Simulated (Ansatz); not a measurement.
Mulliken charges of C2H3FOSi (`FC1=C[SiH2]O1`) from r2SCAN/def2-TZVPP in Ansatz (PBE0-D4/def2-TZVP geometry).

```csv
atom,x (Å),y (Å),z (Å),charge (e)
F1,-0.434,1.551,1.753,-0.156
C2,-0.196,0.703,0.787,0.486
C3,0.743,-0.249,0.650,-0.460
Si4,-0.102,-0.514,-0.942,0.572
O5,-1.035,0.786,-0.264,-0.387
H6,1.531,-0.533,1.323,0.090
H7,0.535,-0.092,-2.209,-0.072
H8,-0.949,-1.709,-1.153,-0.072
```

Task: By hand: the dipole of these point charges (1 e Å = 4.8032 D).

Result: Σ q r = (0.140, -0.302, -0.266) e Å, of length 0.426 e Å = 2.05 D.

Task: How does the dipole of the full density compare? (An estimate is asked.)

Result: Computed: (0.197, -0.284, -0.157) e Å, 1.82 D; the point charges give 1.13 times that, at 16° from its direction.

Point charges leave out the atoms' own dipoles, such as those of lone pairs, and Mulliken's split depends on the basis, so the close match here is no proof of good charges.
